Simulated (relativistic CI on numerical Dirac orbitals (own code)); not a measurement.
# F⁴⁺: calculation against measurement

Calculated at this level of theory: Dirac-Coulomb-Breit CI, orbitals from a KLI potential per configuration, model QED (radiative potential, 1s self-energy scaled to tabulated hydrogen-like ionisation energies), valence Slater integrals scaled by 0.85, P86 correlation estimate, and configurations built on the next ion tied to the tabulated ionisation energy (semi-empirical) (own radial code, finite nucleus).

Configurations in the expansion (outside the closed core 1s2): 2s2 2p, 2s2 3s, 2s2 3p, 2s2 3d, 2s2 4s, 2s 2p2, 2p3, 2p2 3s, 2p2 3p, 2p2 3d, 2s 2p 3s, 2s 2p 3p, 2s2 4p, 2s 2p 3d, 2s2 4d, 2s2 4f, 2s 2p 4s, 2s 2p 4p, 2s 3s2, 2s 2p 4d, 2s 2p 4f, 2s 3s 3p, 2s 3s 3d, 2s 3p2. Levels of other configurations are missing.

| Configuration | Term (tabulated) | J | Measured (cm⁻¹) | Computed | Error | Purity (%) |
| --- | --- | --- | --- | --- | --- | --- |
| 2s2 2p | 2P° | 1/2 | 0.0 | 0 | 0 | 97 |
| 2s2 2p | 2P° | 3/2 | 746.0 | 737 | -9 | 97 |
| 2s 2p2 | 2D | 5/2 | 152876.0 | 153839 | 963 | 100 |
| 2s 2p2 | 2D | 3/2 | 152898.0 | 153864 | 966 | 100 |
| 2s 2p2 | 2S | 1/2 | 197565.0 | 192432 | -5133 | 100 |
| 2s 2p2 | 2P | 1/2 | 214881.0 | 210813 | -4068 | 99 |
| 2s 2p2 | 2P | 3/2 | 215348.0 | 211271 | -4077 | 99 |
| 2p3 | 2P° | 1/2 | 347418.0 | 350003 | 2585 | 96 |
| 2p3 | 2P° | 3/2 | 347438.0 | 350019 | 2581 | 96 |
| 2s2 3s | 2S † | 1/2 | 524751.0 | 508417 | -16334 | 94 |
| 2s2 3d | 2D † | 3/2 | 602476.0 | 587130 | -15346 | 95 |
| 2s2 3d | 2D † | 5/2 | 602516.0 | 587163 | -15353 | 95 |
| 2s 2p 3p | 2D | 3/2 | 675932.0 | 676270 | 338 | 99 |
| 2s 2p 3p | 2D | 5/2 | 676422.0 | 676748 | 326 | 99 |
| 2s 2p 3p | 2S | 1/2 | 687806.0 | 686879 | -927 | 98 |
| 2s 2p 3d | 2D° | 3/2 | 699293.0 | 701435 | 2142 | 98 |
| 2s 2p 3d | 2D° | 5/2 | 699389.0 | 701499 | 2110 | 93 |
| 2s2 4s | 2S | 1/2 | 712936.0 | 713314 | 378 | 95 |
| 2s 2p 3d | 2P° | 3/2 | 718472.0 | 718527 | 55 | 89 |
| 2s 2p 3d | 2P° | 1/2 | 718691.0 | 718776 | 85 | 90 |
| 2s2 4d | 2D | 3/2 | 744010.0 | 744144 | 134 | 94 |
| 2s2 4d | 2D | 5/2 | 744036.0 | 744162 | 126 | 94 |
| 2s 2p 3p | 2D | 3/2 | 751406.0 | 750001 | -1405 | 89 |
| 2s 2p 3p | 2D | 5/2 | 751452.0 | 750059 | -1393 | 89 |
| 2s 2p 3p | 2S | 1/2 | 760342.0 | 759488 | -854 | 89 |
| 2s 2p 3d | 2D° | 3/2 | 787725.0 | 785902 | -1823 | 97 |
| 2s 2p 3d | 2D° | 5/2 | 787764.0 | 785960 | -1804 | 97 |
| 2p2 3s | 2P | 1/2 | 797059.0 | 799256 | 2197 | 80 |
| 2p2 3s | 2P | 3/2 | 797519.0 | 799732 | 2213 | 80 |
| 2s 2p 4d | 2D° | 3/2 | 841598.0 | 843076 | 1478 | 98 |
| 2s 2p 4d | 2D° | 5/2 | 841695.0 | 843223 | 1528 | 96 |
| 2s 2p 4d | 2F° | 5/2 | 847506.0 | 847859 | 353 | 77 |
| 2s 2p 4d | 2F° | 7/2 | 847817.0 | 848207 | 390 | 74 |
| 2p2 3d | 2P | 3/2 | 853035.0 | 855647 | 2612 | 97 |
| 2p2 3d | 2P | 1/2 | 853442.0 | 856064 | 2622 | 97 |

Measured levels from Moore, Atomic Energy Levels, vol. I, NSRDS-NBS 35 (1971 reprint of NBS Circular 467, 1949); pairs were made by configuration, J and term (by order where the table uses no LS term), so strongly mixed levels may be paired wrongly. The analysis dates from before 1960.

Mean error by configuration (cm⁻¹): 2s2 2p -9; 2s 2p2 -2270; 2p3 2583; 2s 2p 3p -653; 2s 2p 3d 127; 2s2 4s 378; 2s2 4d 130; 2p2 3s 2205; 2s 2p 4d 937; 2p2 3d 2617. Over the excited levels the mean absolute error is 1538 cm⁻¹ (34 of the 37 excited levels that our extract of the source holds in range could be paired, and the others can miss by more), and the median relative error of those above 1,000 cm⁻¹ is 0.21 %. † marks terms whose computed intervals miss the measured ones by more than a factor of 2.5, or configurations far off the rest, from wrong mixing, a near crossing or a doubtful label or measurement; they are left out of the means.
